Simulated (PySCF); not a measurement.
# Assigning NMR signals

Cartesian coordinates in Å; atom numbers follow the order of the lines, from 1:
```xyz
19

Si    3.6549    0.2016    0.0014
C     1.7752    0.2108   -0.0419
C     0.9537   -0.6309    0.6172
C    -0.4572   -0.4110    0.4185
C    -1.5147   -1.1406    0.9487
C    -2.8110   -0.7972    0.6116
C    -3.0630    0.2691   -0.2417
C    -2.0193    1.0146   -0.7658
C    -0.7183    0.6666   -0.4485
P     0.8269    1.5065   -0.9152
H     4.1234    1.4363    0.6342
H     4.1610    0.1240   -1.3723
H     4.0850   -0.9692    0.7677
H     1.3075   -1.4407    1.2380
H    -1.3180   -1.9661    1.6178
H    -3.6383   -1.3616    1.0172
H    -4.0820    0.5250   -0.4933
H    -2.2165    1.8527   -1.4187
H     0.9411    0.9192   -2.1824
```

[PySCF 2.14.0 with density-fitted response routines: coordinates at the GFN2-xTB level; PBE0/pcSseg-1 with gauge-including orbitals; averaged over atoms made equivalent by symmetry, fast rotation or ring inversion; a single conformation; in vacuum; relativity neglected]

Scale: ¹³C, ¹H vs TMS (reference shieldings calculated alike).

**Question.** Assign these signals to the numbered atoms. ¹³C{¹H} NMR (computed): δ 159.2, 153.4, 153.2, 144.8, 135.6, 132.9, 131.2, 129.6.

**Answer.** 
| δ (ppm) | atoms | environment | reason |
| --- | --- | --- | --- |
| 159.2 | C3 | unsaturated ring CH | – |
| 153.4 | C4 | ring-fusion aromatic carbon | – |
| 153.2 | C9 | ring-fusion aromatic carbon | – |
| 144.8 | C2 | unsaturated ring carbon | – |
| 135.6 | C8 | aromatic CH | the aromatic region |
| 132.9 | C6 | aromatic CH | – |
| 131.2 | C7 | aromatic CH | – |
| 129.6 | C5 | aromatic CH | – |

C4 and C9; C6 and C7; C7 and C5 lie closer than the usual error of such a calculation, so a measured spectrum could show them in the other order.

**Question.** Assign these signals to the numbered atoms. ¹H NMR (300 MHz, computed): δ 8.14 (m, 1H), 7.97 (m, 1H), 7.95 (m, 1H), 7.70 (m, 1H), 7.57 (m, 1H), 5.32 (m, 1H), 4.58 (m, 3H).

**Answer.** 
```tsv
δ (ppm)	atoms	environment	reason
8.14	H18	hydrogen on an aromatic CH	ring-current deshielding
7.97	H15	hydrogen on an aromatic CH	–
7.95	H14	hydrogen on a unsaturated ring CH	–
7.70	H16	hydrogen on an aromatic CH	aromatic region
7.57	H17	hydrogen on an aromatic CH	–
5.32	H19	hydrogen on a ring phosphorus	–
4.58	H11/H12/H13	hydrogen on a silicon bonded to C	–
```

H15 and H14 lie closer than the usual error of such a calculation, so a measured spectrum could show them in the other order.

Splittings by ³¹P in the carbon and heteronuclear signals aren't shown, as no couplings were computed. Shifts are as computed. Against solution values, carbons near 30 ppm lie about +3 ppm off and those near 130 ppm about +5 ppm. Of 1211 compounds with measured shifts, 218 miss one by over three times the rms of a fit or turn the order of signals round; such compounds aren't used in these exercises. Multiplicities follow the n + 1 count of equivalent neighbours, as no J values were calculated; m marks all less simple cases, F and P coupling included.
